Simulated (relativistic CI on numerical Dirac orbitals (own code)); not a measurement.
**Ti+ in a cubic cluster: 3s photoemission with charge transfer**

Computed with a charge-transfer multiplet model of a cubic metal-ligand cluster with up to 2 ligand holes, Slater and spin-orbit integrals from Dirac-Coulomb-Breit ions, Slater integrals scaled by 0.9. The ground state mixes d3 with configurations of k ligand holes L, whose averages lie at kΔ + k(k − 1)U_dd/2; a core hole lowers each added d electron by U_cd. 20 K, Lorentzian 1.4 eV and Gaussian 0.8 eV FWHM.

Atomic integrals in eV (Slater integrals scaled, ζ unscaled), ground: F2dd 6.085, F4dd 3.735, zeta_d 0.009; with the core hole: F2dd 7.629, F4dd 4.751, zeta_d 0.015, G2cd 8.098.

Cluster parameters (eV): Δ = 9.2, U_dd = 4.7, U_cd = 5.5, 10Dq(ligand) = 1.2, V(eg) = 1.4, V(t2g) = -0.73, final-state hopping factor = 0.8.

```csv
Case,n_d,d3,d4L,d5L2,S
10Dq = 1.05 eV,3.10,0.90,0.10,0.00,1.50
10Dq = 1.35 eV,3.10,0.90,0.09,0.00,1.50
10Dq = 1.65 eV,3.10,0.91,0.09,0.00,1.50
```

Weights, n_d and S are thermal averages at 20 K. Binding energies count from the first peak over 30 % of the highest in each spectrum, which can be another peak from case to case. The parameters are a model scan and need not match a compound or its usual spin state. Peaks in eV (height, largest 100):
- 10Dq = 1.05 eV: 0.0 (100), 3.7 (20), 6.5 (52)
- 10Dq = 1.35 eV: 0.0 (100), 3.8 (19), 6.5 (52)
- 10Dq = 1.65 eV: 0.0 (100), 4.0 (18), 6.5 (52)

For the case 10Dq = 1.05 eV, Δ = 9.2 eV is larger than U_dd = 4.7 eV, the Mott-Hubbard side of the Zaanen-Sawatzky-Allen scheme. With the core hole the average of the configuration with one ligand hole lies at Δ − U_cd = 3.7 eV before mixing: it stays above the unscreened one, so the lowest final states keep mostly the nominal d count.

Without intra-shell correlation the exchange splitting of the 3s hole comes out too large.
